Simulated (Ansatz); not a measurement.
Reaction (SMILES): C[C@@H]1CC[C@H](C)C1 → C[C@@H]1[CH][C@H](C)CC1 + H atom (the C-H bond at the site shown breaks; other sites are not compared here)
Structures are relaxed separately at B3LYP-D3(BJ)/def2-TZVP in Ansatz (an electronic-structure program), one conformer each, not searched for the lowest. Frequencies are from Ansatz.

Property: bond dissociation energy (enthalpy at 298 K, with B3LYP-D3(BJ) rigid-rotor harmonic-oscillator terms), in eV. Valence correlation only, unless marked. Open shells are spin-unrestricted. Spin-orbit coupling is left out. No relativistic terms. CBS marks a two-point X^-3 extrapolation of the correlation energy; Hartree-Fock from the larger set. The bracket is a focal-point correction in the basis named.

Level to compare with: RI-MP2/CBS(cc-pVTZ,cc-pVQZ)+[CCSD(T)-MP2]/cc-pVTZ (Ansatz), 4.25 eV. It is a level with limits of its own, and the differences hold the functionals' basis error too.

Question: Rank these functionals by how close they come to RI-MP2/CBS(cc-pVTZ,cc-pVQZ)+[CCSD(T)-MP2]/cc-pVTZ, closest first: HSE06/def2-TZVPD (Ansatz); r2SCAN/def2-TZVPD (Ansatz); B97M-V/def2-TZVPD (Ansatz).

Answer: B97M-V/def2-TZVPD (meta-GGA with VV10, 4.09 eV, difference -0.16), HSE06/def2-TZVPD (screened hybrid, 4.01 eV, difference -0.24), r2SCAN/def2-TZVPD (meta-GGA, 3.94 eV, difference -0.31)
